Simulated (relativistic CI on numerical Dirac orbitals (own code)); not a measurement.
Hyperfine structure of Tc XIX, mass number 99

Computed by Dirac-Coulomb-Breit CI, separate exchange-only KLI orbitals for each configuration, QED by a radiative potential, unscaled Slater integrals (own radial code, finite nucleus).

Configuration list (outside the closed core [Ne]): 3s2.3p6.3d7, 3s2.3p5.3d8, 3s2.3p4.3d9, 3s.3p6.3d8, 3p6.3d9, 3s2.3p6.3d6.4s, 3s.3p5.3d9, 3s2.3p6.3d6.4p, 3s2.3p6.3d6.4d, 3s2.3p6.3d6.4f, 3s2.3p6.3d5.4s2, 3s2.3p5.3d7.4s, 3s2.3p4.3d8.4s, 3s2.3p6.3d5.4s.4p, 3s2.3p5.3d7.4p, 3s2.3p6.3d6.5s. Levels of other configurations are missing.

Nuclear spin I = 9/2, μ = 5.678 μN, Q = -0.129 b (tables of Stone and Pyykkö). The electronic factors are computed for point nuclear moments, without core polarisation or the Bohr-Weisskopf and QED corrections.

| Level | E (cm⁻¹) | A (MHz) | B (MHz) |
| --- | --- | --- | --- |
| 3s2.3p6.3d7 4F_9/2 | 0.0 | 5760 | -526 |
| 3s2.3p6.3d7 4F_7/2 | 25071.1 | 6361 | -408 |
| 3s2.3p6.3d7 4F_5/2 | 35106.0 | 7219 | -411 |
| 3s2.3p6.3d7 4F_3/2 | 39812.7 | 10280 | -68.3 |
| 3s2.3p6.3d7 4P_5/2 | 66314.6 | 3279 | 857 |
| 3s2.3p6.3d7 2G_9/2 | 69277.0 | 7472 | 499 |
| 3s2.3p6.3d7 4P_1/2 | 77095.7 | -4276 |  |
| 3s2.3p6.3d7 2G_7/2 | 90344.8 | 10010 | 341 |

Levels with J = 0, under 50 % of one LS term, or S terms without an open s electron are left out. Small factors come from cancelling terms and can be off by tens of per cent or more.

At this charge energies of transitions that change n are usually good to better than 1 %, and those within a shell (Δn = 0) to a few per cent. Terms inside the open d or f shell come out 10 to 20 % too wide with unscaled integrals.

(1) Give the hyperfine levels of 3s2.3p6.3d7 4F_9/2 relative to its centre of gravity.

Results:

(1) With K = F(F + 1) − I(I + 1) − J(J + 1), E = AK/2 + B[¾K(K + 1) − I(I + 1)J(J + 1)]/[2I(2I − 1)J(2J − 1)]: F = 0: -142800, F = 1: -137000, F = 2: -125400, F = 3: -108100, F = 4: -84970, F = 5: -56090, F = 6: -21480, F = 7: 18840, F = 8: 64850, F = 9: 116500 MHz.

LS names give the leading component of a level, which can be under half, so a name can repeat, a term be missing and a line seem to break the LS rules.
